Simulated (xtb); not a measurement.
xtb input (GFN2-xTB):

```bash
xtb mol.xyz --gfn 2 --sp --chrg 0 --uhf 0
```
mol.xyz:
```
8

Cl     2.00086383     1.73970476     0.34416105
Si     1.16314620    -0.12960586     0.00361638
Si    -1.16297857     0.13073918    -0.01039002
Cl    -2.00103554    -1.74086565    -0.33722264
H      1.59748906    -1.03830373     1.08572686
H      1.65732656    -0.63088822    -1.29634872
H     -1.59805395     1.03162099    -1.09875066
H     -1.65618947     0.64143959     1.28625054
```

End of the output:

```
         :::::::::::::::::::::::::::::::::::::::::::::::::::::
         ::                     SUMMARY                     ::
         :::::::::::::::::::::::::::::::::::::::::::::::::::::
         :: total energy             -14.682861403180 Eh    ::
         :: gradient norm              0.025250619967 Eh/a0 ::
         :: HOMO-LUMO gap              4.208056092364 eV    ::
         ::.................................................::
         :: SCC energy               -14.729801969408 Eh    ::
         :: -> isotropic ES            0.034126998406 Eh    ::
         :: -> anisotropic ES         -0.001960491873 Eh    ::
         :: -> anisotropic XC          0.002101041472 Eh    ::
         :: -> dispersion             -0.006209679530 Eh    ::
         :: repulsion energy           0.046940566228 Eh    ::
         :: add. restraining           0.000000000000 Eh    ::
         :: total charge              -0.000000000000 e     ::
         :::::::::::::::::::::::::::::::::::::::::::::::::::::

           -------------------------------------------------
          |                Property Printout                |
           -------------------------------------------------

    * Orbital Energies and Occupations

         #    Occupation            Energy/Eh            Energy/eV
      -------------------------------------------------------------
         1        2.0000           -1.0591413             -28.8207
         2        2.0000           -1.0572530             -28.7693
         3        2.0000           -0.7632673             -20.7696
         4        2.0000           -0.6564632             -17.8633
         5        2.0000           -0.4645766             -12.6418
         6        2.0000           -0.4633971             -12.6097
         7        2.0000           -0.4595252             -12.5043
         8        2.0000           -0.4568696             -12.4321
         9        2.0000           -0.4454441             -12.1211
        10        2.0000           -0.4386253             -11.9356
        11        2.0000           -0.4311093             -11.7311
        12        2.0000           -0.4305465             -11.7158
        13        2.0000           -0.3878124             -10.5529 (HOMO)
        14                         -0.2331691              -6.3449 (LUMO)
        15                         -0.2235766              -6.0838
        16                         -0.2059082              -5.6030
        17                         -0.1931026              -5.2546
        18                         -0.1761726              -4.7939
        19                         -0.1571195              -4.2754
        20                         -0.0912141              -2.4821
        21                         -0.0813377              -2.2133
        22                         -0.0397809              -1.0825
        23                         -0.0284733              -0.7748
        24                         -0.0161091              -0.4384
       ...                                ...                  ...
        40                          0.7258498              19.7514
      -------------------------------------------------------------
                  HL-Gap            0.1546432 Eh            4.2081 eV
             Fermi-level           -0.3104907 Eh           -8.4489 eV

     #   Z          covCN         q      C6AA      α(0)
     1  17 Cl       0.802    -0.298   108.580    15.940
     2  14 Si       3.562     0.427   100.588    19.302
     3  14 Si       3.562     0.427   100.588    19.302
     4  17 Cl       0.802    -0.298   108.580    15.940
     5   1 H        0.914    -0.064     4.466     3.306
     6   1 H        0.914    -0.064     4.469     3.306
     7   1 H        0.914    -0.064     4.469     3.306
     8   1 H        0.914    -0.064     4.466     3.306

 Mol. C6AA /au·bohr⁶  :       2405.463990
 Mol. C8AA /au·bohr⁸  :     109855.887117
 Mol. α(0) /au        :         83.709485

Wiberg/Mayer (AO) data.
largest (>0.10) Wiberg bond orders for each atom

 ---------------------------------------------------------------------------
     #   Z sym  total        # sym  WBO       # sym  WBO       # sym  WBO
 ---------------------------------------------------------------------------
     1  17 Cl   1.136 --     2 Si   1.056
     2  14 Si   3.747 --     1 Cl   1.056     6 H    0.889     5 H    0.889
                             3 Si   0.821
     3  14 Si   3.747 --     4 Cl   1.056     7 H    0.889     8 H    0.889
                             2 Si   0.821
     4  17 Cl   1.136 --     3 Si   1.056
     5   1 H    0.996 --     2 Si   0.889
     6   1 H    0.996 --     2 Si   0.889
     7   1 H    0.996 --     3 Si   0.889
     8   1 H    0.996 --     3 Si   0.889
 ---------------------------------------------------------------------------

Topologies differ in total number of bonds
Writing topology from bond orders to xtbtopo.mol

molecular dipole:
                 x           y           z       tot (Debye)
 q only:        0.000       0.001      -0.006
   full:        0.000       0.001      -0.004       0.011
molecular quadrupole (traceless):
                xx          xy          yy          xz          yz          zz
 q only:       -2.520      -9.955      -2.878      -1.870      -1.686       5.398
  q+dip:       -2.551      -8.518      -3.302      -1.642      -1.800       5.853
   full:       -2.006      -7.176      -2.631      -1.372      -1.440       4.637

           -------------------------------------------------
          | TOTAL ENERGY              -14.682861403180 Eh   |
          | GRADIENT NORM               0.025250619967 Eh/α |
          | HOMO-LUMO GAP               4.208056092364 eV   |
           -------------------------------------------------

------------------------------------------------------------------------
------------------------------------------------------------------------
 total:
 SCF:
Note: The following floating-point exceptions are signalling: IEEE_UNDERFLOW_FLAG IEEE_DENORMAL
normal termination of xtb
```
